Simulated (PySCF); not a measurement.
## C5H14N2Si2: full NMR table

| Property | Result |
| --- | --- |
| Formula | C5H14N2Si2 |
| SMILES | C=CC/C=N\[SiH2]N(C)[SiH3] |
| InChI | InChI=1S/C5H14N2Si2/c1-3-4-5-6-9-7(2)8/h3,5H,1,4,9H2,2,8H3/b6-5- |
| Point group of the computed structure | C1 |
| Degrees of unsaturation | 2 |
| Carbon signals | 5 |
| Proton signals | 8 |

Atom-mapped SMILES (the numbers label the heavy atoms): `[CH2:1]=[CH:2][CH2:3]/[CH:4]=[N:5]\[SiH2:6][N:7]([CH3:8])[SiH3:9]`. Each H is labelled by its parent atom. Ha(C1) is cis to C3; Hb(C1) is trans to C3.

PySCF 2.14.0 with density-fitted response routines calculation with geometry from GFN2-xTB and σ from GIAO-PBE0/pcSseg-1; isolated molecule, one conformer, averaged over atoms made equivalent by symmetry, fast rotation or ring inversion, relativity neglected.

Referencing at the same level of theory: ¹H (σ = 31.72 ppm) and ¹³C (σ = 186.93 ppm) and ²⁹Si (σ = 349.16 ppm) vs TMS; ¹⁵N (σ = 267.73 ppm) vs NH3.

| carbon | δC, type | δH (multiplicity) | HMBC from (2–3 bonds) | span of the C tensor (ppm) |
| --- | --- | --- | --- | --- |
| C1 | 125.4, CH2 | Hb(C1) 5.47 (m); Ha(C1) 5.51 (m) | H(C2), H(C3) | 206 |
| C2 | 140.0, CH | 5.75 (m) | H(C4), Ha(C1), Hb(C1), H(C3) | 226 |
| C3 | 51.6, CH2 | 3.13 (m) | H(C4), H(C2), Ha(C1), Hb(C1) | 42 |
| C4 | 181.5, CH | 8.64 (t) | H(C2), H(Si6), H(C3) | 213 |
| C8 | 33.7, CH3 | 2.80 (s) | H(Si6), H(Si9) | 60 |

Other nuclei:
```tsv
atoms	nucleus	environment	δ (ppm)	σ (ppm)
H(Si6)	¹H	hydrogen on a silicon bonded to 2 N	5.46	26.26
H(Si9)	¹H	hydrogen on a silicon bonded to N	4.52	27.20
Si6	²⁹Si	silicon bonded to 2 N, 2 H	-46.3	395.5
Si9	²⁹Si	silicon bonded to N, 3 H	-50.0	399.2
N5	¹⁵N	imine nitrogen	373.0	-105.3
N7	¹⁵N	nitrogen bonded to C, 2 Si	-6.1	273.9
```

Carbon types of the structure: 2 × CH, 2 × CH2, 1 × CH3, leaving 5 H on heteroatoms. δC 181.5: C=N carbon. δC 140.0: alkene CH; an sp2 carbon of a C=C bond. δC 125.4: terminal =CH2 carbon; the olefinic region. δH 8.64: hydrogen on a C=N carbon. δH 5.75: hydrogen on an alkene CH; a vinylic proton, deshielded by the sp2 carbon and the C=C anisotropy.

Shifts are as computed. Against solution values, carbons near 30 ppm lie about +3 ppm off and those near 130 ppm about +5 ppm. Of 1309 compounds with measured shifts, 239 miss one by over three times the rms of a fit or turn the order of signals round; such compounds aren't used in these exercises. Experimental scales use liquid or dissolved standards, which lie at an offset from isolated NH3 (liquid NH3: subtract about 20 ppm). Unscaled 15N shifts of sp2 nitrogen come out 20 to 40 ppm too high even then. Multiplicities follow the n + 1 count of equivalent neighbours, as no J values were calculated; m marks all less simple cases, F and P coupling included.
